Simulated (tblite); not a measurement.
`[H]/[C]=C\C1=CC=C/C1=C/C` [radical] (doublet state). Structure optimised with GFN2-xTB, isolated species. This method treats the open shell by occupation alone, without spin polarisation.

```
atom  x, y, z in Å
C1     0.1463    2.9271    0.3678
C2    -0.1849    1.8021   -0.1945
C3     0.6037    0.5683   -0.1249
C4     1.9572    0.4806   -0.1096
C5     2.3477   -0.9096   -0.1189
C6     1.2398   -1.6747   -0.1376
C7     0.0688   -0.8023   -0.1095
C8    -1.1919   -1.2501   -0.0061
C9    -2.4324   -0.4417    0.1376
H10    0.9451    3.3021    0.9652
H11   -1.1028    1.7285   -0.7665
H12    2.6468    1.3049   -0.1295
H13    3.3687   -1.2467   -0.1195
H14    1.1808   -2.7472   -0.1389
H15   -1.3353   -2.3245   -0.0188
H16   -2.7910   -0.1268   -0.8445
H17   -2.2561    0.4494    0.7356
H18   -3.2191   -1.0332    0.6009
```

(1) What is the repulsion energy of the bare nuclei, Σ ZA·ZB/RAB?

(2) What is the longest distance between nuclei?

(3) Work out the bond lengths C1=C2, C2–C3, C2–H11, C3=C4, C5–H13, C8–C9 in Å.

(4) Give the dihedral angles C7–C8–C9–H18, C2–C3–C4–H12, C3–C4–C5–C6.

(5) How far are the heavy atoms from their best plane (unweighted least squares)?

(6) What are the angles C2–C1–H10, C3–C2–H11, C7–C8–C9, C7–C8–H15, H16–C9–H17, C8–C9–H18?

(7) How far apart are these pairs, which share no bond: C1···H15, C2···H17, C3···C9, C4···H16, H14···H16?

(8) Where is the centre of mass (commonest isotopes), and what is the radius of gyration?

(9) Write the matrix of distances between heavy atoms (Å, lower triangle).

Answers

(1) 389.09 Eh over 153 pairs, with full nuclear charges and distances in bohr; the largest single term is 14.65 Eh (C1 with C2).

(2) H13···H18, 6.63 Å; the next longest distance is 6.36 Å.

(3) For C1=C2 the difference vector is (-0.3312, -1.1250, -0.5623) Å, of length 1.3006 Å. C1=C2 1.301; C2–C3 1.466; C2–H11 1.084; C3=C4 1.356; C5–H13 1.075; C8–C9 1.488 Å.

(4) C7–C8–C9–H18 -156° (antiperiplanar); C2–C3–C4–H12 1° (synperiplanar); C3–C4–C5–C6 0° (synperiplanar). Dihedral signs follow IUPAC: positive where, seen along the central bond, the front bond turns clockwise onto the rear one.

(5) 0.132 Å rms; C1 0.24, C2 0.28, C3 0.10, C4 0.02, C5 0.07, C6 0.04, C7 0.04, C8 0.03, C9 0.06 Å (magnitudes).

(6) From the scalar product of the two bond vectors; for C2–C1–H10 it is -1.0224 Å² over 1.3006 × 1.0656 Å², cos θ = -0.7377. C2–C1–H10 137.5°; C3–C2–H11 115.1°; C7–C8–C9 127.6°; C7–C8–H15 117.0°; H16–C9–H17 108.1°; C8–C9–H18 110.4°.

(7) C1···H15 5.470 Å (5 bonds apart); C2···H17 2.643 Å (5 bonds apart); C3···C9 3.210 Å (3 bonds apart); C4···H16 4.843 Å (5 bonds apart); H14···H16 4.810 Å (5 bonds apart).

(8) Mass 117.070 u; centre at (0.240, 0.066, -0.028) Å; Rg = √(Σ m r²/M) = 2.113 Å. As Ia + Ib + Ic = 2 Σ m r², the three principal moments sum to 1044.9 u·Å².

(9) 
```
C1    0.000
C2    1.301  0.000
C3    2.453  1.466  0.000
C4    3.081  2.518  1.356  0.000
C5    4.450  3.711  2.286  1.444  0.000
C6    4.757  3.758  2.331  2.272  1.347  0.000
C7    3.761  2.618  1.471  2.283  2.281  1.461  0.000
C8    4.402  3.220  2.558  3.595  3.558  2.472  1.342  0.000
C9    4.249  3.193  3.210  4.492  4.810  3.883  2.539  1.488  0.000
```

Its GFN2-xTB frequencies are all real (lowest 55 cm⁻¹). 2 starts were optimised and ended at 0.00 and 0.71 kcal/mol (GFN2-xTB); the lowest of these is shown.

One conformer stands for the species.

The numbers are calculated, not measured.
